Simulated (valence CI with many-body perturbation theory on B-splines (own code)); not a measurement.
## Ho45+: magnetic and hyperfine properties of the levels

Calculated by relativistic CI+MBPT: four valence electrons over a frozen Dirac-Fock core [Ar], radial functions for each j: 9 s, 9 p, 10 d, 8 f, 5 g, 3 h, 1 i, with the one-electron correlation potential Σ1 (screened to all orders), the two-electron term Σ2, the three-electron term Σ3, Breit, model QED; selected single and double excitations, second order for the rest (own B-spline code, finite nucleus).

No measured spectrum was set against this ion. As an estimate, large intervals hold to a few tenths of a per cent, small ones and those within an open d or f shell to about a per cent. The list stops below the first excitations out of the core. Only levels of the ground parity were solved; by the run's estimate the other parity begins above the list, which can be wrong where configurations are misplaced.

A/g_I is the dipole constant over the nuclear g factor μ/I (μ in nuclear magnetons, uniformly magnetised nucleus), B/Q the quadrupole constant per barn. Both hold the static response of the core; the bare values leave it out. Large factors of s and p1/2 electrons are usually good to 5 to 10 %; those of open d and f shells near neutrality can be off by tens of per cent, and small factors of p3/2, d and f electrons come from cancelling terms and can be off by a factor of two or in sign, in half-filled shells by more. B is blank for J = 1/2, where it vanishes, and for nearly pure S terms. Energies count from the lowest level. Levels with J = 0 are left out.

Levels are named by their leading jj configuration (3d3/2^4 stands for four electrons in 3d with j = 3/2), which in mixed levels can hold well under half, so a name can repeat and another be missing. Letters in brackets count levels of one name in rising energy.

```csv
Level,E (cm⁻¹),g,A/g_I (MHz),A/g_I bare,B/Q (MHz/b),B/Q bare
(3d3/2^3 3d5/2) J=1,302430,1.492,-4030,-2870,13900,14100
(3d3/2^3 3d5/2) J=4,389150,1.075,43400,43700,3730,3680
(3d3/2^3 3d5/2) J=2,401040,1.236,27600,28200,33800,34300
(3d3/2^3 3d5/2) J=3,427840,1.146,38200,38600,26000,26300
(3d3/2^2 3d5/2^2) J=2 [a],679580,1.216,15900,16500,25200,25500
(3d3/2^2 3d5/2^2) J=4 [a],688090,1.148,34900,35300,-16200,-16500
(3d3/2^2 3d5/2^2) J=3 [a],702560,1.152,29600,30000,5660,5730
(3d3/2^2 3d5/2^2) J=5,731780,1.079,39800,40100,35900,36300
(3d3/2^2 3d5/2^2) J=6,752790,1.073,42200,42400,44100,44700
(3d3/2^2 3d5/2^2) J=1,761260,1.110,45100,45400,4540,4580
(3d3/2^2 3d5/2^2) J=4 [b],790270,1.028,45400,45500,-13100,-13300
(3d3/2^2 3d5/2^2) J=3 [b],790990,1.085,44500,44700,10800,11000
(3d3/2^2 3d5/2^2) J=2 [b],802610,1.091,40300,40500,15600,15800
(3d3/2^2 3d5/2^2) J=2 [c],890290,0.985,55200,55200,-4310,-4390
(3d3/2^2 3d5/2^2) J=4 [c],925810,1.197,30600,31100,68200,69100
(3d3/2^2 3d5/2^2) J=2 [d],1010300,1.167,37100,37600,-18000,-18200
(3d3/2 3d5/2^3) J=4 [a],1061600,1.142,29900,30300,-33100,-33500
(3d3/2 3d5/2^3) J=3 [a],1068400,1.169,24100,24500,2260,2320
(3d3/2 3d5/2^3) J=1 [a],1104400,0.948,40800,40800,18600,18800
(3d3/2 3d5/2^3) J=5,1108300,1.137,34500,34900,-24100,-24400
(3d3/2 3d5/2^3) J=6,1114500,1.075,39400,39600,49200,49900
(3d3/2 3d5/2^3) J=2 [a],1168800,1.057,44000,44200,34600,35000
(3d3/2 3d5/2^3) J=3 [b],1183100,1.088,38500,38700,12100,12300
(3d3/2 3d5/2^3) J=3 [c],1287000,1.056,42700,42900,55900,56600
(3d3/2 3d5/2^3) J=1 [b],1291000,1.416,8970,9950,-27400,-27700
(3d3/2 3d5/2^3) J=4 [b],1294900,1.043,43200,43300,49300,49900
(3d3/2 3d5/2^3) J=2 [b],1324800,1.105,38700,39000,-65400,-66300
(3d5/2^4) J=4,1488900,1.156,29100,29500,-48200,-48800
(3d5/2^4) J=2,1569800,1.071,31300,31600,28500,28900
```
